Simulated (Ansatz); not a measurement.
Ansatz (a first-principles code) input (BLYP/def2-TZVPD):

Ansatz 0.2 input:
```yaml
crystal:
  periodic: [false, false, false]
  atoms:
    - {symbol: C, position_ang: [2.54642667, 0.23700838, -0.55986191]}
    - {symbol: C, position_ang: [1.72521831, -0.46557447, 0.53488162]}
    - {symbol: C, position_ang: [0.56574207, 0.33518600, 1.01575747]}
    - {symbol: C, position_ang: [-0.84536566, -0.07314448, 0.78648368]}
    - {symbol: C, position_ang: [-1.33227854, 0.21735694, -0.64549244]}
    - {symbol: O, position_ang: [-2.69282600, -0.14318941, -0.84799075]}
    - {symbol: H, position_ang: [1.93715529, 0.42737322, -1.44510579]}
    - {symbol: H, position_ang: [3.40234139, -0.37219673, -0.85847960]}
    - {symbol: H, position_ang: [2.92417761, 1.19746168, -0.20396669]}
    - {symbol: H, position_ang: [2.39976269, -0.68721631, 1.37315909]}
    - {symbol: H, position_ang: [1.37636014, -1.43359292, 0.16234789]}
    - {symbol: H, position_ang: [0.76406593, 1.31551555, 1.43526675]}
    - {symbol: H, position_ang: [-1.52080436, 0.43688712, 1.47731421]}
    - {symbol: H, position_ang: [-0.95535471, -1.15235619, 0.96190699]}
    - {symbol: H, position_ang: [-0.68148013, -0.28917226, -1.36850239]}
    - {symbol: H, position_ang: [-1.27693385, 1.28784002, -0.84463847]}
    - {symbol: H, position_ang: [-2.78513904, -1.09002234, -0.69598636]}
basis:
  gaussian:
    orbitals: def2-TZVPD
hamiltonian:
  xc: {name: BLYP}
magnetization: {spin_polarized: true, initial_magnetization: 1}
output: {forces: true}
```

Output:

```
Functional definition: BLYP
integrals: 0.30 GiB planned
1615 factors; their error is unknown
0.48 GiB of the device are held for the grids
1.99 GiB of device memory are held for the factors and their scratch space
mean field: 2.58 GiB planned
mean field evaluation 1: about -7387.1514 eV, gradient 7.0e1 eV
mean field evaluation 2: about -7318.2499 eV, gradient 1.3e2 eV
mean field evaluation 4: about -7408.7180 eV, gradient 1.3e1 eV
mean field evaluation 8: about -7409.3488 eV, gradient 3.3e-1 eV
mean field evaluation 16: about -7409.2677 eV, gradient 8.0e-4 eV
mean field -7409.26763999 eV, -272.2855635876 hartree, gradient 3.5e-5 eV, S^2 0.753194; 0 other end points of the search recorded, 0 dependent functions left out
the calculation of the forces begins
reference -7409.26809122 eV, -272.2855801701 hartree; 25, 24 occupied and 299, 300 virtual orbitals, 1615 factors
Total energy: -7409.26809122 eV, -272.2855801701 hartree
Atom 0 at     2.546427     0.237008    -0.559862 Å, force     0.091024     0.041126    -0.074021 eV/Å
Atom 1 at     1.725218    -0.465574     0.534882 Å, force    -0.057787    -0.019383     0.062201 eV/Å
Atom 2 at     0.565742     0.335186     1.015757 Å, force    -0.004595    -0.030778     0.059675 eV/Å
Atom 3 at    -0.845366    -0.073144     0.786484 Å, force     0.097327     0.019389     0.177245 eV/Å
Atom 4 at    -1.332279     0.217357    -0.645492 Å, force     0.217373     0.079846    -0.074117 eV/Å
Atom 5 at    -2.692826    -0.143189    -0.847991 Å, force    -0.527987     0.341623    -0.200739 eV/Å
Atom 6 at     1.937155     0.427373    -1.445106 Å, force    -0.094339     0.042541    -0.184806 eV/Å
Atom 7 at     3.402341    -0.372197    -0.858480 Å, force     0.188667    -0.120232    -0.070991 eV/Å
Atom 8 at     2.924178     1.197462    -0.203967 Å, force     0.090720     0.193515     0.054547 eV/Å
Atom 9 at     2.399763    -0.687216     1.373159 Å, force     0.165240    -0.057172     0.178350 eV/Å
Atom 10 at     1.376360    -1.433593     0.162348 Å, force    -0.050808    -0.211233    -0.062980 eV/Å
Atom 11 at     0.764066     1.315516     1.435267 Å, force     0.042108     0.214220     0.106798 eV/Å
Atom 12 at    -1.520804     0.436887     1.477314 Å, force    -0.147829     0.106354     0.148392 eV/Å
Atom 13 at    -0.955355    -1.152356     0.961907 Å, force    -0.040604    -0.229002     0.033019 eV/Å
Atom 14 at    -0.681480    -0.289172    -1.368502 Å, force     0.123340    -0.093732    -0.162745 eV/Å
Atom 15 at    -1.276934     1.287840    -0.844638 Å, force     0.000677     0.228721    -0.053262 eV/Å
Atom 16 at    -2.785139    -1.090022    -0.695986 Å, force    -0.092529    -0.505803     0.063434 eV/Å
Dipole moment:     0.264205    -0.213027     0.077197 e Å
```

It need not be the lowest isomer of its formula.
